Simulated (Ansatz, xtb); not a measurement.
C5H7BN2: 4 structures ranked

4 gas-phase structures of C5H7BN2, from a drawn sample of its isomers (lower ones may exist). Each was relaxed with GFN2-xTB; where two conformers were screened, the lower at r2SCAN-D4/def2-SVP is listed:

A. `C=C[B@H-](C#N)[N+]#CC`, a singlet
B. `CC#CB(C#N)NC`, a singlet
C. `N#C[C@@H]1[BH2-][N+]#CCC1`, a singlet
D. `C=C([BH2-][N+]#CC)C#N`, a singlet

Task: Make a reasoned guess at their ranking by r2SCAN-D4/def2-SVP single-point energy.

Result: Calculated order at r2SCAN-D4/def2-SVP: B (0.0), A (24.5), D (34.3), C (37.0) kcal/mol.

Energies above the lowest of each column, in kcal/mol; the last columns are at PBE0-D3(BJ)/def2-SVP geometries and were run for some of them only (a dash: not run or not comparable):

```tsv
structure	GFN2-xTB	HF/STO-3G	r2SCAN-D4/def2-SVP	PBE0-D3(BJ)/def2-SVP	CCSD(T)/def2-SVP + ΔMP2/def2-TZVPP
B	0.0	0.0	0.0	0.0	0.0
A	20.5	40.7	24.5	22.6	19.1
D	12.7	53.2	34.3	28.7	28.2
C	6.9	41.3	37.0	–	–
```

Every level run on B puts it lowest or level with the lowest. Flexible structures stand in one conformer each, not always the lowest. A keeps a small imaginary mode. Frequencies (GFN2-xTB) were run for A, B, D alone. ΔMP2 is the change of the MP2 energy from the smaller to the larger basis.

Over these structures GFN2-xTB departs from r2SCAN-D4/def2-SVP by 11.9 kcal/mol on average once a common shift is removed. A GFN2-xTB relaxation took about 0.11 s and the r2SCAN-D4/def2-SVP energy about 1.7 s on a shared host (Ansatz 0.2.0, xtb 6.7.1).
